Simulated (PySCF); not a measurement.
NMR data sheet: C4H5N3O2Si

```
Formula                               : C4H5N3O2Si
SMILES                                : O=Cc1nn([SiH3])nc1C=O
Point group of the computed structure : C1
Degrees of unsaturation               : 5
Carbon signals                        : 2
Proton signals                        : 2
```

Atoms are numbered as in `[O:1]=[CH:2][c:3]1[n:4][n:5]([SiH3:6])[n:7][c:8]1[CH:9]=[O:10]`; H(Xn) means a hydrogen on atom n.

Theoretical values (PySCF 2.14.0 with density-fitted response routines): geometry from GFN2-xTB, shielding tensors at PBE0/pcSseg-1 (GIAO). One conformer, fast rotation and ring inversion assumed for equivalent nuclei, no solvent model, non-relativistic Hamiltonian.

Shifts are taken against calculated references (same method and geometry level): TMS for 1H (31.72 ppm), 13C (186.93 ppm), 29Si (349.16 ppm); 15N (267.73 ppm) vs NH3; 17O (336.08 ppm) vs H2O.

| carbon | δC, type | δH (multiplicity) | HMBC from (2–3 bonds) | span of the C tensor (ppm) |
| --- | --- | --- | --- | --- |
| C2/C9 | 191.0, CH | 10.91 (s) | – | 194 |
| C3/C8 | 153.9, C | – | H(C2)/H(C9) | 145 |

Other nuclei:
```
 atoms  nucleus                         environment  δ (ppm)  σ (ppm)
H(Si6)       1H   hydrogen on a silicon bonded to N     5.41    26.31
   Si6     29Si            silicon bonded to N, 3 H    -38.6    387.7
 N4/N7      15N  pyridine-type nitrogen of an azole    397.9   -130.2
    N5      15N          pyrrole-type ring nitrogen    279.5    -11.8
O1/O10      17O                     aldehyde oxygen    710.6   -374.5
```

- Carbon types of the structure: 2 × C, 2 × CH, leaving 3 H on heteroatoms.
- δC 191.0: aldehyde carbonyl carbon; low-lying n→π* states of the double bond to the heteroatom give a large paramagnetic term (-247 ppm).
- δC 153.9: substituted aromatic carbon next to a ring nitrogen.
- δH 10.91: hydrogen on an aldehyde carbonyl carbon; deshielded by the polar, anisotropic C=O bond.
- δH 5.41: hydrogen on a silicon bonded to N.

Shifts are as computed. Against solution values, carbons near 30 ppm lie about +3 ppm off and those near 130 ppm about +5 ppm. Of 1211 compounds with measured shifts, 218 miss one by over three times the rms of a fit or turn the order of signals round; such compounds aren't used in these exercises. Unscaled 17O shifts of doubly bonded oxygen tend to come out too high, by tens of ppm or more. Experimental scales use liquid or dissolved standards, which lie at an offset from isolated NH3 (liquid NH3: subtract about 20 ppm) and H2O (liquid H2O: subtract about 36 ppm). Unscaled 15N shifts of sp2 nitrogen come out 20 to 40 ppm too high even then. Multiplicities follow the n + 1 count of equivalent neighbours, as no J values were calculated; m marks all less simple cases, F and P coupling included.
